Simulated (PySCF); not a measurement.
# Os: excitation energy

Os [Xe] 4f14 5d6 6s2 (5D) → Os [Xe] 4f14 5d7 6s1 (5F), as a difference of total energies. Computed with PySCF 2.14 in aug-cc-pVTZ-PP with ECP60MDF, with a scalar-relativistic core potential. Correlated levels: valence: 5s2 5p6 frozen. The calculations carry no spin-orbit coupling.

```
           method  excitation energy (eV)
              UHF                   0.693
              LDA                   0.617
              PBE                   0.392
             PBE0                   0.393
           r2SCAN                   0.472
            B97-3                   0.622
           PBEsol                   0.419
        CAM-B3LYP                   0.609
           B2PLYP                   0.604
    MP2 (valence)                   0.612
SCS-MP2 (valence)                   0.622
```

**Question.** How much does correlation contribute at MP2 (valence)?

**Answer.** 0.612 − (0.693) = -0.081 eV, measured against UHF.

Errors of the correlated levels include the incompleteness of this basis and the frozen core.

For comparison: 0.798 eV (measured; NIST levels, between the centres of gravity of the two terms).
